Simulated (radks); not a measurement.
Values are calculated unless marked as measured or tabulated.
Task: P II, configuration [Ne] 3s1.5 3p2.5 (fractional occupations, a model configuration). Level of theory: scalar-relativistic Kohn-Sham, SCAN, spin-unpolarised, spherical densities, finite nucleus; meta-GGA in the generalised Kohn-Sham scheme; Fermi nuclear charge, rms radius 3.1889 fm (a radial shooting solver on a logarithmic mesh with Libxc functionals). Some entries of the table are withheld. Estimate them.

orbital  occ.  eigenvalue (hartree)  <1/r> (bohr^-1)
1s          2                   (1)            14.65
2s          2              -6.98446            2.836
2p          6                   (2)              (3)
3s        1.5              -0.88858              (4)
3p        2.5              -0.53600              (5)

Result: 
(1) 1s eigenvalue (hartree): -77.48057
(2) 2p eigenvalue (hartree): -5.09245
(3) 2p <1/r> (bohr^-1): 2.715
(4) 3s <1/r> (bohr^-1): 0.7408
(5) 3p <1/r> (bohr^-1): 0.6299
